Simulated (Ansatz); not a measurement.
Molecule: CrH, net charge 0, sextet state. The spin state was set by rule; other spins were not relaxed. SMILES: [CrH]
Structure (B3LYP-D3(BJ)/def2-TZVP (Ansatz, an electronic-structure program) minimum search):
```xyz
2

Cr     0.0000     0.0000    -0.0665
H      0.0000     0.0000     1.5960
```
Charge 0, spin multiplicity 6.

### Question
Give the harmonic wavenumbers at B3LYP-D3(BJ)/def2-TZVP (Ansatz, finite differences of forces, unscaled).

### Answer
1628 cm⁻¹. Zero-point energy 2.3 kcal/mol.

### Question
From these and the geometry, give the ideal-gas thermochemistry at 298.15 K and 1 atm (rigid rotor, harmonic oscillator).

### Answer
Point group C∞v, rotational symmetry number 1. Rotational constants 184.9, 184.9 GHz. S(trans) 37.83, S(rot) 8.97, S(vib) 0.01, S(elec, spin only) 3.56, S 50.4 cal/(mol K). H(298) - H(0) 2.08 kcal/mol; G - E(el) -10.6 kcal/mol.
